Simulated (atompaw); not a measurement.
# Reading a pseudo-wave (bismuth (Bi))

Columns: radius, all-electron u(r) and pseudo u(r) of the 6s shell (level -14.54 eV) of bismuth in the configuration [Xe] 4f14 5d10 6s2 6p3; PBEsol, scalar-relativistic, PAW (atompaw) scheme, atompaw 4.2.0.5.

```json
{"r (bohr)": "0.106", "all-electron": "-0.1571", "pseudo": "0.1092"}
{"r (bohr)": "0.212", "all-electron": "0.0898", "pseudo": "0.2166"}
{"r (bohr)": "0.317", "all-electron": "0.2541", "pseudo": "0.3195"}
{"r (bohr)": "0.423", "all-electron": "0.0136", "pseudo": "0.4184"}
{"r (bohr)": "0.529", "all-electron": "-0.2641", "pseudo": "0.5107"}
{"r (bohr)": "0.635", "all-electron": "-0.3949", "pseudo": "0.5952"}
{"r (bohr)": "0.740", "all-electron": "-0.3700", "pseudo": "0.6701"}
{"r (bohr)": "0.846", "all-electron": "-0.2396", "pseudo": "0.7359"}
{"r (bohr)": "0.952", "all-electron": "-0.0582", "pseudo": "0.7913"}
{"r (bohr)": "1.058", "all-electron": "0.1334", "pseudo": "0.8360"}
{"r (bohr)": "1.163", "all-electron": "0.3091", "pseudo": "0.8696"}
{"r (bohr)": "1.269", "all-electron": "0.4601", "pseudo": "0.8929"}
{"r (bohr)": "1.375", "all-electron": "0.5801", "pseudo": "0.9060"}
{"r (bohr)": "1.481", "all-electron": "0.6697", "pseudo": "0.9096"}
{"r (bohr)": "1.587", "all-electron": "0.7315", "pseudo": "0.9043"}
{"r (bohr)": "1.692", "all-electron": "0.7692", "pseudo": "0.8913"}
{"r (bohr)": "1.798", "all-electron": "0.7875", "pseudo": "0.8714"}
{"r (bohr)": "1.904", "all-electron": "0.7899", "pseudo": "0.8458"}
{"r (bohr)": "2.010", "all-electron": "0.7797", "pseudo": "0.8155"}
{"r (bohr)": "2.115", "all-electron": "0.7602", "pseudo": "0.7821"}
{"r (bohr)": "2.221", "all-electron": "0.7335", "pseudo": "0.7459"}
{"r (bohr)": "2.327", "all-electron": "0.7018", "pseudo": "0.7080"}
{"r (bohr)": "2.433", "all-electron": "0.6667", "pseudo": "0.6693"}
{"r (bohr)": "2.538", "all-electron": "0.6299", "pseudo": "0.6308"}
{"r (bohr)": "2.644", "all-electron": "0.5919", "pseudo": "0.5920"}
{"r (bohr)": "2.750", "all-electron": "0.5538", "pseudo": "0.5538"}
```

Task: How many radial nodes do the two functions have?

Result: The all-electron 6s function has n − l − 1 = 5 (the table is too coarse to show those close to the nucleus); the pseudo-wave has 0, since the states of the same l below it are removed with the core.

Task: Is the pseudo-wave norm-conserving?

Result: No, it belongs to a PAW set: the norm inside the radius is not constrained, and the difference is carried by the augmentation charge.
